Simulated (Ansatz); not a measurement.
`C[Si](C)(C)O[Si](C)(C)O[Si](C)(C)O[Si](C)(C)O[Si](C)(C)O[Si](C)(C)O[Si](C)(C)O[Si](C)(C)O[Si](C)(C)O[Si](C)(C)C`. The state is a singlet with charge 0. Geometry r2SCAN-D4/def2-SVP.

```xyz
107

C     5.789   -4.711   -5.685
Si    6.493   -4.716   -3.944
C     6.482   -6.454   -3.240
C     8.217   -3.992   -3.914
O     5.543   -3.736   -2.974
Si    3.978   -3.333   -2.582
C     3.264   -2.237   -3.909
C     2.969   -4.881   -2.308
O     4.059   -2.485   -1.152
Si    5.271   -2.237   -0.017
C     5.970   -3.888    0.504
C     6.559   -1.095   -0.720
O     4.551   -1.507    1.288
Si    3.020   -1.329    1.921
C     2.165   -2.992    1.924
C     3.194   -0.585    3.615
O     2.154   -0.260    0.994
Si    1.475    0.084   -0.488
C     2.772    0.747   -1.644
C     0.602   -1.434   -1.138
O     0.351    1.276   -0.219
Si   -0.552    1.859    1.055
C    -1.174    0.426    2.079
C     0.468    3.066    2.035
O    -1.844    2.675    0.391
Si   -3.015    2.341   -0.750
C    -4.015    3.893   -0.982
C    -2.214    1.733   -2.319
O    -3.976    1.109   -0.181
Si   -5.367    0.616    0.574
C    -6.044   -0.837   -0.372
C    -4.985    0.214    2.357
O    -6.507    1.832    0.509
Si   -6.994    3.117    1.444
C    -8.214    2.528    2.729
C    -7.729    4.413    0.325
O    -5.645    3.705    2.208
Si   -4.820    4.819    3.142
C    -4.747    6.448    2.214
C    -5.740    5.036    4.764
C    -3.106    4.126    3.413
H     4.767   -5.125   -5.707
H     5.745   -3.687   -6.092
H     6.405   -5.316   -6.371
H     6.858   -6.466   -2.204
H     5.464   -6.877   -3.231
H     7.119   -7.132   -3.834
H     8.218   -2.960   -4.304
H     8.919   -4.584   -4.525
H     8.612   -3.961   -2.885
H     3.159   -2.785   -4.859
H     3.922   -1.372   -4.088
H     2.271   -1.853   -3.627
H     2.886   -5.481   -3.230
H     1.945   -4.639   -1.977
H     3.433   -5.512   -1.532
H     6.446   -4.393   -0.352
H     5.171   -4.544    0.886
H     6.722   -3.773    1.301
H     6.108   -0.128   -0.996
H     7.009   -1.537   -1.624
H     7.363   -0.896    0.007
H     2.690   -3.709    2.577
H     1.123   -2.915    2.276
H     2.148   -3.412    0.905
H     3.778   -1.237    4.284
H     2.209   -0.412    4.079
H     3.713    0.385    3.550
H     2.332    1.054   -2.607
H     3.535   -0.023   -1.838
H     3.265    1.626   -1.198
H     1.318   -2.258   -1.284
H     0.104   -1.232   -2.101
H    -0.168   -1.772   -0.425
H    -0.332   -0.159    2.483
H    -1.796    0.771    2.921
H    -1.795   -0.239    1.456
H    -0.092    3.474    2.891
H     1.374    2.567    2.418
H     0.784    3.908    1.399
H    -4.838    3.733   -1.697
H    -3.388    4.720   -1.352
H    -4.457    4.195   -0.019
H    -1.461    2.449   -2.686
H    -2.962    1.574   -3.113
H    -1.700    0.778   -2.131
H    -6.962   -1.228    0.095
H    -5.308   -1.656   -0.424
H    -6.291   -0.538   -1.404
H    -5.883   -0.140    2.890
H    -4.614    1.115    2.871
H    -4.212   -0.568    2.439
H    -7.744    1.796    3.406
H    -9.087    2.044    2.260
H    -8.582    3.365    3.346
H    -8.569    4.000   -0.257
H    -6.978    4.788   -0.387
H    -8.109    5.271    0.904
H    -5.758    6.828    1.991
H    -4.212    6.336    1.257
H    -4.223    7.220    2.802
H    -6.751    5.444    4.601
H    -5.207    5.726    5.439
H    -5.848    4.072    5.288
H    -2.639    3.889    2.443
H    -3.144    3.195    4.005
H    -2.456    4.838    3.947
```

B3LYP takes the VWN-RPA correlation. Single mean-field runs in 6-31G, def2-SVP, def2-TZVP are fitted with def2-universal-jkfit.

(1) Estimate the orbital energies around the gap (eV) in Ansatz with HF/STO-3G, PBE-D4/def2-SVP, r2SCAN-D4/def2-TZVP, B3LYP-D4/6-31G, PBE0-D4/def2-SVP.

Results:

(1) 
| orbital | HF/STO-3G | PBE-D4/def2-SVP | r2SCAN-D4/def2-TZVP | B3LYP-D4/6-31G | PBE0-D4/def2-SVP |
| --- | --- | --- | --- | --- | --- |
| HOMO−13 | -8.79 | -7.09 | -7.63 | -8.16 | -8.67 |
| HOMO−12 | -8.62 | -7.06 | -7.54 | -8.04 | -8.61 |
| HOMO−11 | -8.46 | -6.92 | -7.45 | -7.93 | -8.53 |
| HOMO−10 | -8.35 | -6.79 | -7.23 | -7.87 | -8.25 |
| HOMO−9 | -8.31 | -6.76 | -7.21 | -7.83 | -8.22 |
| HOMO−8 | -8.15 | -6.67 | -7.14 | -7.71 | -8.16 |
| HOMO−7 | -8.09 | -6.52 | -6.99 | -7.56 | -7.99 |
| HOMO−6 | -8.00 | -6.48 | -6.95 | -7.48 | -7.93 |
| HOMO−5 | -7.94 | -6.40 | -6.87 | -7.39 | -7.85 |
| HOMO−4 | -7.88 | -6.35 | -6.82 | -7.33 | -7.80 |
| HOMO−3 | -7.80 | -6.23 | -6.70 | -7.22 | -7.67 |
| HOMO−2 | -7.77 | -6.22 | -6.69 | -7.19 | -7.65 |
| HOMO−1 | -7.68 | -6.09 | -6.57 | -7.03 | -7.52 |
| HOMO | -7.57 | -6.00 | -6.49 | -6.92 | -7.42 |
| LUMO | 11.34 | 0.02 | 0.12 | 0.93 | 0.82 |
| LUMO+1 | 11.47 | 0.29 | 0.37 | 1.27 | 1.08 |
| LUMO+2 | 11.56 | 0.57 | 0.68 | 1.55 | 1.38 |
| LUMO+3 | 11.80 | 0.80 | 0.91 | 1.73 | 1.65 |
| LUMO+4 | 11.95 | 0.96 | 1.05 | 1.85 | 1.80 |
| LUMO+5 | 12.14 | 1.01 | 1.08 | 1.96 | 1.87 |
